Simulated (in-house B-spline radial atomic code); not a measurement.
Cs⁴⁺. Computed with a B-spline radial atomic code. Model: all-electron spherical atom, spin shells full or empty, radial basis limit, no spin-orbit coupling, Breit or QED, empty-state partial waves extrapolated as (l+1/2)^-4, RPA, G0W0 and static COHSEX of the highest shell as one setting changes (uncorrelated shells keep exact exchange).

Given: element Cs; charge 4; filled core Kr; hamiltonian one-electron scalar X2C; mean-field start Hartree-Fock; highest l of empty states 9; nuclear rms radius 4.8041 fm; highest mean-field shell 5p up.

Shell: 4d 5 5, 5s 1 1, 5p 3 0 (electrons up and down).

```tsv
lowest nl shells left uncorrelated	RPA correlation energy (hartree)	G0W0 level (eV)	G0W0 minus most complete (meV)	COHSEX level (eV)	linearised minus solved G0W0 (meV)
0	-3.7985	-58.696	0	-60.297	-0.1
1	?	?	?	?	?
2	?	?	?	?	?
3	-2.8704	-58.693	3	-60.292	-0.1
4	-2.6952	-58.693	2.9	-60.294	-0.1
5	-2.1741	-58.697	-1.2	-60.303	-0.1
6	-1.3407	-58.657	38.6	-60.232	-0.1
7	-1.1957	-58.659	36.7	-60.235	-0.1
8	-0.7827	-58.667	28.9	-60.233	-0.1
9	-0.13784	-58.305	391.5	-59.578	0
10	-0.049787	-58.392	303.7	-59.348	0
```

Task: What follows for lowest nl shells left uncorrelated = 2?

Result: RPA correlation energy -3.4247 hartree; G0W0 level -58.695 eV; G0W0 minus most complete 0.6 meV; COHSEX level -60.298 eV; linearised minus solved G0W0 -0.1 meV.

Task: What follows for lowest nl shells left uncorrelated = 1?

Result: RPA correlation energy -3.6177 hartree; G0W0 level -58.696 eV; G0W0 minus most complete 0.5 meV; COHSEX level -60.297 eV; linearised minus solved G0W0 -0.1 meV.
